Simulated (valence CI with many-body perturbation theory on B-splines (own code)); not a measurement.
## Re IV: what the settings do

Method: relativistic CI+MBPT: four valence electrons over a frozen Dirac-Fock core [Xe] 4f14, a basis of 6 s, 6 p, 5 d, 5 f, 1 g functions for each j, with the one-electron correlation potential Σ1 (screened to all orders), the two-electron term Σ2, the three-electron term Σ3, Breit, model QED; selected single and double excitations, second order for the rest, scaled by the run's own slope (own B-spline code, finite nucleus).

Against 23 measured levels this calculation errs by 472 cm⁻¹ on average and by 1289 at most. Only levels of the ground parity were solved; by the run's estimate the other parity begins above the list, which can be wrong where configurations are misplaced.

The reference run has the lowest level 5d4 5D_0 and an ionisation energy of 39.8755 eV. Its largest variational space holds 10000 state functions.

Names give the largest LS component (configuration and term), which can be under half, so a name can repeat, a term be missing and a line seem to break the LS rules; names also repeat where a configuration has a term twice. Letters in brackets count levels of one name in rising energy.

Changed runs:
A. size limit of the variational space 10000 → 3000; second order for the rest on → off
B. logarithmic knot step 0.27 → 0.33; hole-hole ladder in Σ2 on → off
C. size limit of the variational space 10000 → 1500
D. logarithmic knot step 0.27 → 1.1 (bad on purpose)

Excitation energies of the reference run in cm⁻¹, and shifts in cm⁻¹:

| Level | Reference | A | B | C | D |
| --- | --- | --- | --- | --- | --- |
| 5d4 5D_1 | 2820 | +146 | -163 | +16 | +2841 |
| 5d4 5D_2 | 5611 | +306 | -226 | +28 | +4577 |
| 5d4 5D_3 | 8003 | +267 | -225 | +38 | +5496 |
| 5d4 5D_4 | 9910 | +356 | -176 | +45 | +5263 |
| 5d4 3P_0 | 14895 | +20 | +565 | +1.4 | +6588 |
| 5d4 3H_4 | 17130 | +627 | -335 | +30 | +5312 |
| 5d4 3P_1 | 19820 | +325 | +573 | +25 | +9477 |
| 5d4 3G_3 | 20230 | +617 | +30 | +28 | +6078 |
| 5d4 3F_2 | 20431 | +711 | +343 | +23 | +7218 |
| 5d4 3H_5 | 21046 | +499 | -490 | +36 | +6911 |
| 5d4 3H_6 | 23010 | +95 | -585 | +11 | +7345 |
| 5d4 3G_4 [a] | 24548 | +681 | -132 | +49 | +8499 |
| Ionisation energy (eV) | 39.8755 | -0.00035 | -0.1035 | -0.00028 | +5.7408 |
